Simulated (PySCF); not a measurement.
Al(AsH2)2(H) (AlAs₂H₅), SMILES [AlH]([AsH2])[AsH2].

Geometry: B3LYP-D3(BJ)/def2-SVP. The structure was generated by enumeration; whether it is a known compound was not checked.

Computed with PySCF with PBE/def2-TZVPD.

Isolated molecule, no solvent.

- total energy = -4716.39051 hartree
- point group = C2
- highest occupied level = -5.95 eV
- lowest empty level = -2.42 eV
- orbital gap = 3.53 eV
- dipole moment = 0.11 D
- quadrupole, principal values (traceless, Buckingham form, about the centre of nuclear charge) = -5.45, -0.19, 5.64 D·Å
- mean static polarisability = 108.2 bohr³ (16.04 Å³)
- polarisability, principal values = 83.4, 98.3, 143.1 bohr³
